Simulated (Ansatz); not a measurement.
`[F][Zr]([F])([F])[SeH]` + HBr → `[F][Zr]([F])([F])[Br]` + H₂Se at 700 K and 1 bar (ligand exchange at a Zr–Se bond).

Isolated molecules relaxed with PBE0-D4/def2-TZVP in Ansatz; ΔE leaves out vibrations. CCSD(T)/CBS adds triple-zeta CCSD(T) − MP2 to the extrapolated MP2 energy (def2 sets, frozen cores). def2 core potentials past Kr. For Br, Se, Zr outer-core shells are correlated without core-valence functions, which leaves a few kJ/mol of doubt a bond. Scalar relativity is left out up to krypton. One conformer a species, not always the lowest.

| species | CCSD(T)/CBS energy (Eh) | H − E (kJ/mol) | S (J/(mol·K)) |
| --- | --- | --- | --- |
| `[F][Zr]([F])([F])[SeH]` | -2747.96381 | 105.5 | 488.2 |
| HBr | -2573.91920 | 36.5 | 223.7 |
| `[F][Zr]([F])([F])[Br]` | -2920.00900 | 78.9 | 440.7 |
| H₂Se | -2401.89790 | 61.1 | 251.1 |

H − E and S are ideal-gas, rigid-rotor, harmonic terms from PBE0-D4/def2-TZVP, for one conformer and one mirror image of each species. 1 Eh = 2625.50 kJ/mol, R = 8.31446 J/(mol·K).

Question: By hand: ΔE, ΔH, ΔS and ΔG.

Answer: ΔE = (-2920.00900) + (-2401.89790) − (-2747.96381) − (-2573.91920) = -0.02389 Eh = -62.7 kJ/mol. Δ(H − E) = 78.9 + 61.1 − 105.5 − 36.5 = -2.0, so ΔH = -64.7 kJ/mol. ΔS = 440.7 + 251.1 − 488.2 − 223.7 = -20.1 J/(mol·K). ΔG = -64.7 − 700 × (-20.1)/1000 = -50.6 kJ/mol.

Question: By hand: the equilibrium constant, and the temperature at which ΔG would vanish if ΔH and ΔS stayed fixed.

Answer: log₁₀ K = −ΔG/(RT ln 10) = 3.8. ΔG = 0 at ΔH/ΔS = 3219 K, far beyond where these terms or the molecules hold.

ΔH outweighs TΔS. A doubt of 5 kJ/mol in ΔE shifts log₁₀ K by 0.4 here. Other conformers and mirror images would add mixing entropy, several J/(mol·K) or more a flexible species. Modes under 60 cm⁻¹, often nearly free rotors, make the harmonic entropy too high. These are equilibria of isolated gas molecules and say nothing of rates. Largest T1 diagnostic: 0.016 (customary marks: 0.02 for closed shells, 0.045 for open ones).
